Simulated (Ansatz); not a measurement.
A nudged elastic band was laid between two geometries of BClGaH$_{5}$OSi (10 atoms, charge 0, multiplicity 1).

Theory: Ansatz, RHF/def2-SVP.

* movable images: 7
* climbing image: yes
* spring: 5.0 eV/Å²
* optimiser: quadratic models (default)
* start path: through a guess of the saddle point
* force threshold: 0.2 eV/Å
* iteration limit: 60
* end points: relaxed

Image 0:

```xyz
10
Properties=species:S:1:pos:R:3
O -1.517 -0.170 0.882
B -0.355 -0.066 0.224
Si 1.033 -1.571 0.401
Ga -0.144 1.738 -0.955
Cl -2.015 2.888 -0.681
H -2.122 0.553 0.763
H 2.312 -1.004 0.911
H 1.313 -2.140 -0.947
H 0.606 -2.670 1.302
H 0.888 2.441 -1.899
```

Image 8:

```xyz
10
Properties=species:S:1:pos:R:3
O -1.199 0.000 0.632
B 0.006 -0.105 0.069
Si 1.185 -1.745 0.427
Ga -0.824 3.797 -1.885
Cl -2.419 2.967 -0.510
H -1.679 0.791 0.415
H 2.480 -1.323 1.028
H 1.502 -2.436 -0.854
H 0.546 -2.727 1.339
H 0.404 0.780 -0.662
```

**Question.** What changes between the two ends?

**Answer.** Bonds broken: B2–Ga4, Ga4–H10. Bonds formed: B2–H10. BClGaH5OSi becomes BH5OSi + ClGa.

**Question.** Give the energies along the band, and the barrier.

**Answer.** The forces met the threshold. The highest image is number 4 of 0 to 8, 385.9 kJ/mol above the first end and 441.5 kJ/mol above the last; the last end lies 55.6 kJ/mol below the first. The threshold of 0.2 eV/Å is loose, so the images may lie well off the minimum-energy path. Neighbouring images differ by up to 2.7 eV, so the band resolves the path poorly. Another band between the same ends (7 images) ends at a top of the same energy, where a vibrational analysis finds 1 clearly imaginary mode. The orbitals stay closed-shell, which can raise the energy where a bond breaks towards radicals; this wasn't checked here.

```json
{"image": "0", "path coordinate (Å)": "0.00", "energy (kJ/mol)": "0.0", "B2–Ga4 (Å)": "2.17", "Ga4–H10 (Å)": "1.56", "B2–H10 (Å)": "3.51"}
{"image": "1", "path coordinate (Å)": "0.51", "energy (kJ/mol)": "4.4", "B2–Ga4 (Å)": "2.14", "Ga4–H10 (Å)": "1.56", "B2–H10 (Å)": "3.38"}
{"image": "2", "path coordinate (Å)": "1.01", "energy (kJ/mol)": "50.9", "B2–Ga4 (Å)": "2.11", "Ga4–H10 (Å)": "1.55", "B2–H10 (Å)": "3.02"}
{"image": "3", "path coordinate (Å)": "1.52", "energy (kJ/mol)": "193.7", "B2–Ga4 (Å)": "2.23", "Ga4–H10 (Å)": "1.51", "B2–H10 (Å)": "2.58"}
{"image": "4", "path coordinate (Å)": "2.03", "energy (kJ/mol)": "385.9", "B2–Ga4 (Å)": "2.62", "Ga4–H10 (Å)": "1.52", "B2–H10 (Å)": "2.25"}
{"image": "5", "path coordinate (Å)": "2.72", "energy (kJ/mol)": "122.5", "B2–Ga4 (Å)": "2.93", "Ga4–H10 (Å)": "1.82", "B2–H10 (Å)": "1.59"}
{"image": "6", "path coordinate (Å)": "3.41", "energy (kJ/mol)": "-39.7", "B2–Ga4 (Å)": "3.41", "Ga4–H10 (Å)": "2.33", "B2–H10 (Å)": "1.23"}
{"image": "7", "path coordinate (Å)": "4.10", "energy (kJ/mol)": "-54.0", "B2–Ga4 (Å)": "3.96", "Ga4–H10 (Å)": "2.90", "B2–H10 (Å)": "1.22"}
{"image": "8", "path coordinate (Å)": "4.80", "energy (kJ/mol)": "-55.6", "B2–Ga4 (Å)": "4.44", "Ga4–H10 (Å)": "3.48", "B2–H10 (Å)": "1.22"}
```

**Question.** What is the geometry of the highest image?

**Answer.** 
```xyz
10
Properties=species:S:1:pos:R:3
O -1.509 -0.024 0.824
B -0.348 0.028 0.174
Si 1.042 -1.473 0.333
Ga -0.191 2.233 -1.239
Cl -2.178 2.774 -0.576
H -2.075 0.726 0.662
H 2.314 -0.887 0.838
H 1.318 -2.000 -1.032
H 0.666 -2.613 1.211
H 0.961 1.236 -1.195
```

Run time: 2.3 min on 2 threads of Intel(R) Xeon(R) 6975P-C (Granite Rapids), on a shared host, peak memory 0.31 GiB.
